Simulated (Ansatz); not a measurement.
This geometry of BCl2H + FH (6 atoms, charge 0, multiplicity 1) is a first-order saddle point.

Computed with RKS PBE/def2-SVP in Ansatz 0.2.0.

```xyz
6
Properties=species:S:1:pos:R:3
B 0.013 -0.222 0.019
H 0.012 0.199 1.281
Cl 1.545 0.166 -0.783
Cl -1.540 0.109 -0.767
F 0.045 -1.765 0.592
H 0.032 -0.889 1.348
```

Which two structures does it join? (They come from a converged band through this point; their orientation in space is the band's.)

Bonds broken: B1–H2, F5–H6. Bonds formed: B1–F5, H2–H6. BCl2H + FH becomes BCl2F + H2.

Image 0:

```xyz
6
Properties=species:S:1:pos:R:3
B 0.003 0.242 -0.075
H 0.008 0.405 1.129
Cl 1.522 0.269 -0.938
Cl -1.527 0.210 -0.919
F 0.055 -2.118 0.939
H 0.044 -1.411 1.555
```

Image 6:

```xyz
6
Properties=species:S:1:pos:R:3
B 0.014 -0.611 -0.719
H 0.024 0.227 2.386
Cl 1.527 0.207 -1.063
Cl -1.533 0.145 -1.049
F 0.041 -1.831 -0.204
H 0.033 -0.540 2.339
```

How far does it lie above each of them?

0.47 eV above the first and 1.77 eV above the second. This is the barrier of this one path; another mechanism may lie lower. The orbitals stay closed-shell, which can raise the energy where a bond breaks towards radicals; this wasn't checked here.

Run time: 4.9 min on 1 thread of Intel(R) Xeon(R) Platinum 8488C (Sapphire Rapids) (shared host), peak memory 0.15 GiB.
